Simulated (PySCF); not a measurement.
C6H9Br.
Cartesian coordinates in Å at the GFN2-xTB level; atoms count from 1:
```xyz
16
C6H9Br angstrom
Br     2.8732   -0.9365    0.3894
C      0.9335   -0.8454    0.3463
C      0.3391    0.4494    0.9135
C     -1.1548    0.1481    0.7725
C     -1.1507   -0.4368   -0.6625
C      0.3445   -0.3161   -0.9669
C      0.6574    1.0951   -0.4445
H      0.5725   -1.7976    0.7331
H      0.6833    0.8723    1.8530
H     -1.7582    1.0510    0.8548
H     -1.5041   -0.5686    1.5158
H     -1.4964   -1.4701   -0.6943
H     -1.7521    0.1492   -1.3560
H      0.6949   -0.6691   -1.9325
H      1.7001    1.3802   -0.5573
H      0.0102    1.9037   -0.7758
```

Vertical excitations from PySCF (density fitting, frozen core in the response, grid level 2 and gas phase unless stated; continuum runs use non-equilibrium linear response for the excitations) on a GFN2-xTB geometry. Reference run:

```
                                                  settings    S1, eV (f)    S2, eV (f)    S3, eV (f)    S4, eV (f)    S5, eV (f)    S6, eV (f)  T1, eV (Tamm–Dancoff)  mean α (au)
KT3/def2-SVPD, energy threshold 1e-07 Eh, TDA, 25 singlets  5.69 (0.000)  5.87 (0.002)  6.41 (0.026)  6.59 (0.011)  6.78 (0.003)  6.79 (0.001)                   5.15         88.1
```

Task: What do these settings give: PBE0/6-31G, start guess sap, fitting basis def2-universal-jkfit, full TDDFT, 6 singlets?

Result: 
```
                                                                               settings    S1, eV (f)    S2, eV (f)    S3, eV (f)    S4, eV (f)    S5, eV (f)    S6, eV (f)  T1, eV (Tamm–Dancoff)  mean α (au)
PBE0/6-31G, start guess sap, fitting basis def2-universal-jkfit, full TDDFT, 6 singlets  6.44 (0.000)  6.60 (0.001)  8.09 (0.004)  8.56 (0.011)  8.60 (0.001)  8.77 (0.128)                   5.74         69.3
```

S1 moves by +0.75 eV; functional, basis and response scheme change together, so the shift can't be laid on one. States are counted by energy in each run and needn't keep their character from row to row.

KT3 was designed for NMR shieldings or shifts; total energies of different functionals aren't comparable.

Task: Which orbital pairs make up S1 in each run, and how does it sit against the orbital gap?

Result: 
```csv
settings,S1 configurations (weight),S1 (eV),orbital gap (eV),S1 − gap (eV)
"KT3/def2-SVPD, energy threshold 1e-07 Eh, TDA, 25 singlets",H→L 0.98,5.69,5.44,+0.25
"PBE0/6-31G, start guess sap, fitting basis def2-universal-jkfit, full TDDFT, 6 singlets",H→L 0.99,6.44,7.99,-1.55
```

 The KT3/def2-SVPD calculation is non-relativistic and has no spin–orbit coupling, an omission that weighs most on bromine.
